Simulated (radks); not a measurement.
Values are calculated unless marked as measured or tabulated.
Q: These are the eigenvalues of the occupied orbitals of an atom or ion with whole-number occupations (hartree). Code: a radial shooting solver on a logarithmic mesh with Libxc functionals. Model: Dirac Kohn-Sham, PBE, spin-unpolarised, spherical densities, point nucleus.

1s1/2: -522.9386
2s1/2: -71.24052
2p1/2: -64.65084
2p3/2: -62.67150
3s1/2: -12.41004
3p1/2: -10.08013
3p3/2: -9.78783
3d3/2: -5.72428
3d5/2: -5.67578
4s1/2: -3.20640
4p1/2: -2.60344

Which element is it, and in what charge state? The configuration may be excited. Open shells, if any, fill j = l - 1/2 first.

A: Z = 36, krypton, charge +5: Kr5+ in [Ar] 3d10 4s2 4p1. The list shows which subshells hold electrons but not how many an open one holds; the 1s level, -522.94 hartree, gives Z - s = 32.3 by -(Z - s)^2/2, which with screening and relativity narrows Z to a few neighbours, and the depths of the outer levels then fix element, charge and occupations together.
